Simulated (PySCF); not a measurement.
N-formylmorpholine, `O=CN1CCOCC1`. Structure optimised with GFN2-xTB, isolated species.

```
atom  x, y, z in Å
O1     2.6955   -1.1589    0.3124
C2     2.1096   -0.1167    0.1454
N3     0.8607    0.0031   -0.3331
C4     0.0487   -1.1637   -0.6117
C5    -1.1814   -1.1439    0.3009
O6    -1.8989    0.0637    0.1603
C7    -1.0977    1.1743    0.4842
C8     0.1381    1.2474   -0.4249
H9     2.5655    0.8685    0.3602
H10   -0.2687   -1.1385   -1.6598
H11    0.6575   -2.0500   -0.4288
H12   -0.8607   -1.2680    1.3463
H13   -1.8749   -1.9434    0.0369
H14   -0.7711    1.1099    1.5342
H15   -1.7270    2.0560    0.3540
H16    0.7838    2.0740   -0.1248
H17   -0.1862    1.3982   -1.4615
```

**Question.** Give the dihedral angles N3–C4–C5–H13, N3–C4–C5–H12, O6–C7–C8–H17, H12–C5–O6–C7.

**Answer.** N3–C4–C5–H13 173° (antiperiplanar); N3–C4–C5–H12 -66° (synclinal); O6–C7–C8–H17 63° (synclinal); H12–C5–O6–C7 61° (synclinal). Dihedral signs follow IUPAC: positive where, seen along the central bond, the front bond turns clockwise onto the rear one.

**Question.** Work out the bond lengths N3–C8, C4–C5, C4–H10, C5–H13, O6–C7, C7–H15, C8–H17 in Å.

**Answer.** For N3–C8 the difference vector is (-0.7226, 1.2443, -0.0918) Å, of length 1.4418 Å. N3–C8 1.442; C4–C5 1.532; C4–H10 1.095; C5–H13 1.091; O6–C7 1.407; C7–H15 1.091; C8–H17 1.097 Å.

**Question.** How far apart are these pairs, which share no bond: N3···H17, O6···H17, C7···H11, H9···H17?

**Answer.** N3···H17 2.077 Å (2 bonds apart); O6···H17 2.710 Å (3 bonds apart); C7···H11 3.783 Å (4 bonds apart); H9···H17 3.342 Å (4 bonds apart).

**Question.** Where is the centre of mass (commonest isotopes), and what is the radius of gyration?

**Answer.** Mass 115.063 u; centre at (0.203, -0.142, 0.014) Å; Rg = √(Σ m r²/M) = 1.897 Å. As Ia + Ib + Ic = 2 Σ m r², the three principal moments sum to 828.2 u·Å².

**Question.** What are the angles O1–C2–N3, C2–N3–C8, H10–C4–H11, N3–C4–H10, O6–C7–H14, C8–C7–H15, C7–C8–H17?

**Answer.** From the scalar product of the two bond vectors; for O1–C2–N3 it is -0.9364 Å² over 1.2073 × 1.3428 Å², cos θ = -0.5776. O1–C2–N3 125.3°; C2–N3–C8 124.5°; H10–C4–H11 109.9°; N3–C4–H10 109.1°; O6–C7–H14 110.0°; C8–C7–H15 110.8°; C7–C8–H17 109.2°.

GFN2-xTB frequencies: not computed here. The numbers are those of one conformer.
